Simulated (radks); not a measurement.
Values are calculated unless marked as measured or tabulated.
How relativity changes the ionisation of neutral lithium ([He] 2s1) to Li+ ([He]). Spin-unpolarised spherical Kohn-Sham, BLYP, point nucleus unless stated (finite: rms radius 2.444 fm), a radial shooting solver on a logarithmic mesh with Libxc functionals. A level marked "c x" has the speed of light scaled by that factor.

level                        E(Li) (hartree)  E(Li+) (hartree)  IE (eV)   HOMO  <r> HOMO (bohr)
non-rel.                            -7.47498          -7.27943    5.321     2s            3.886
scalar-rel.                         -7.47581          -7.28025    5.322     2s            3.885
scalar-rel., finite nucleus         -7.47581          -7.28025    5.322     2s            3.885
Dirac                               -7.47581          -7.28025    5.322  2s1/2            3.885
Dirac, finite nucleus               -7.47581          -7.28025    5.322  2s1/2            3.885
Dirac, c x 0.85                     -7.47613          -7.28056    5.322  2s1/2            3.885
Dirac, c x 2                        -7.47519          -7.27963    5.321  2s1/2            3.886
Dirac, c x 3                        -7.47507          -7.27952    5.321  2s1/2            3.886

NIST Atomic Spectra Database: 5.392 eV (measured). The relativistic part of the total energy of Li is -0.0008358 hartree (Dirac, finite nucleus), 0.011 % of the non-relativistic value. Spin polarisation and multiplet splitting of open shells are left out at every level.

Beside tabulated values, note that spin-unpolarised runs miss the spin-polarisation part of the exchange energy of open shells.
